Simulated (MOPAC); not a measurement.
MOPAC input (MNDO):

```
MNDO PRECISE GNORM=0.05 LET XYZ GEO-OK AUX(PRECISION=9) THREADS=1
C2H11N3Si

C     2.29263600 1   -0.79574900 1    0.15765200 1
C     0.99140400 1   -0.94871500 1   -0.63956200 1
Si   -0.41401400 1    0.14181200 1   -0.03652300 1
N     0.14337200 1    1.76561300 1   -0.21832000 1
N    -1.81720400 1   -0.41987100 1   -0.86941200 1
N    -0.86237900 1    0.06588100 1    1.62050400 1
H     3.07891100 1   -1.45560600 1   -0.21619800 1
H     2.13482300 1   -1.03648000 1    1.21139700 1
H     2.66668900 1    0.22857600 1    0.11448100 1
H     1.17772100 1   -0.73568100 1   -1.69927800 1
H     0.64999000 1   -1.98775300 1   -0.60235300 1
H    -0.41656400 1    2.53677700 1    0.11053300 1
H     0.69012400 1    2.03277300 1   -1.02146000 1
H    -1.74355400 1   -0.77630700 1   -1.80898400 1
H    -2.71249500 1    0.01883200 1   -0.71884400 1
H    -1.39211500 1   -0.71391700 1    1.97329300 1
H    -0.28809200 1    0.48884100 1    2.33079200 1
```

From the output:

```
                                                       MOPAC v23.2.5 Linux

          FINAL HEAT OF FORMATION =        -78.54917 KCAL/MOL =    -328.64974 KJ/MOL

          COSMO AREA              =        145.64 SQUARE ANGSTROMS
          COSMO VOLUME            =        139.45 CUBIC ANGSTROMS

          GRADIENT NORM           =          0.03719          =       0.00902 PER ATOM
          IONIZATION POTENTIAL    =          9.904186 EV
          HOMO LUMO ENERGIES (EV) =         -9.904  2.569
          NO. OF FILLED LEVELS    =         19
          MOLECULAR WEIGHT        =        105.2145         POINT GROUP:  C1

          MOLECULAR DIMENSIONS (Angstroms)

            Atom       Atom       Distance
            H    15    H     7     5.98098
            H    12    H    14     4.21352
            H    17    H    13     3.93196

          SCF CALCULATIONS        =        149

   ATOM   CHEMICAL          X               Y               Z
  NUMBER   SYMBOL      (ANGSTROMS)     (ANGSTROMS)     (ANGSTROMS)

     1       C          2.35409786  *  -0.76863064  *   0.13194498  *
     2       C          1.00571139  *  -0.97117158  *  -0.54360095  *
     3      Si         -0.37226411  *   0.10748763  *  -0.03838073  *
     4       N          0.00901549  *   1.77481240  *  -0.23897672  *
     5       N         -1.75991617  *  -0.22802465  *  -1.00251607  *
     6       N         -0.81453038  *  -0.13689460  *   1.60763982  *
     7       H          3.10579064  *  -1.48408019  *  -0.26426569  *
     8       H          2.29587081  *  -0.93132758  *   1.22788635  *
     9       H          2.75334582  *   0.25221695  *  -0.03790006  *
    10       H          1.15290209  *  -0.86724413  *  -1.64240157  *
    11       H          0.70006243  *  -2.03093749  *  -0.39123225  *
    12       H         -0.43103648  *   2.49620722  *   0.27444708  *
    13       H          0.37692013  *   2.14119959  *  -1.08048429  *
    14       H         -2.07812756  *  -1.14527062  *  -1.18855217  *
    15       H         -2.49781638  *   0.41587403  *  -1.13711717  *
    16       H         -1.73399302  *  -0.00390692  *   1.94592612  *
    17       H         -0.17150169  *  -0.07112973  *   2.35551066  *

                             CARTESIAN COORDINATES

   1    C        2.354097863    -0.768630642     0.131944979
   2    C        1.005711391    -0.971171582    -0.543600952
   3   Si       -0.372264113     0.107487631    -0.038380730
   4    N        0.009015491     1.774812396    -0.238976722
   5    N       -1.759916166    -0.228024654    -1.002516074
   6    N       -0.814530384    -0.136894597     1.607639819
   7    H        3.105790640    -1.484080190    -0.264265689
   8    H        2.295870811    -0.931327583     1.227886348
   9    H        2.753345816     0.252216946    -0.037900059
  10    H        1.152902093    -0.867244129    -1.642401565
  11    H        0.700062435    -2.030937494    -0.391232249
  12    H       -0.431036484     2.496207216     0.274447078
  13    H        0.376920128     2.141199589    -1.080484293
  14    H       -2.078127557    -1.145270625    -1.188552171
  15    H       -2.497816380     0.415874029    -1.137117166
  16    H       -1.733993018    -0.003906917     1.945926115
  17    H       -0.171501687    -0.071129732     2.355510660

           Empirical Formula: C2 H11 N3 Si  =    17 atoms

      MOLECULAR POINT GROUP   :   C1

                  EIGENVALUES
 -36.85218 -33.11013 -31.04245 -31.03295 -24.47063 -17.05212 -16.81247 -16.78800
 -16.72388 -15.19916 -14.86227 -14.55989 -14.22766 -13.06550 -12.51248 -11.51024
  -9.94311  -9.93011  -9.90419   2.56886   3.11740   3.21247   3.23849   3.85892
   4.30376   4.51267   4.74904   5.83597   5.99035   6.19339   6.20378   6.51998
   6.91226   6.93050   7.04409

              NET ATOMIC CHARGES AND DIPOLE CONTRIBUTIONS

  ATOM NO.   TYPE          CHARGE      No. of ELECS.   s-Pop       p-Pop
    1          C           0.054567        3.9454     1.21603     2.72940
    2          C          -0.363937        4.3639     1.25444     3.10949
    3         Si           1.653594        2.3464     0.86961     1.47680
    4          N          -0.711378        5.7114     1.53576     4.17561
    5          N          -0.715943        5.7159     1.53459     4.18135
    6          N          -0.713091        5.7131     1.53441     4.17868
    7          H          -0.013623        1.0136     1.01362
    8          H          -0.013214        1.0132     1.01321
    9          H          -0.007878        1.0079     1.00788
   10          H           0.015427        0.9846     0.98457
   11          H           0.015059        0.9849     0.98494
   12          H           0.132261        0.8677     0.86774
   13          H           0.133980        0.8660     0.86602
   14          H           0.134181        0.8658     0.86582
   15          H           0.132540        0.8675     0.86746
   16          H           0.132720        0.8673     0.86728
   17          H           0.134733        0.8653     0.86527
 DIPOLE           X         Y         Z       TOTAL
 POINT-CHG.     0.219    -0.084    -0.018     0.235
 HYBRID        -0.948     0.550     0.188     1.112
 SUM           -0.729     0.466     0.170     0.882

          ATOMIC ORBITAL ELECTRON POPULATIONS

     Atom    s        px        py        pz
    1  C   1.21603   0.90866   0.91351   0.90723
    2  C   1.25444   1.07411   1.04867   0.98671
    3 Si   0.86961   0.51246   0.49378   0.47055
    4  N   1.53576   1.70496   1.18757   1.28309
    5  N   1.53459   1.29949   1.08111   1.80076
    6  N   1.53441   1.06844   1.92567   1.18457
    7  H   1.01362
    8  H   1.01321
    9  H   1.00788
   10  H   0.98457
   11  H   0.98494
   12  H   0.86774
   13  H   0.86602
   14  H   0.86582
   15  H   0.86746
   16  H   0.86728
   17  H   0.86527

 **********************
 *                    *
 * JOB ENDED NORMALLY *
 *                    *
 **********************

 == MOPAC DONE ==
```

The geometry given is a B3LYP-D3(BJ)/def2-TZVP minimum.
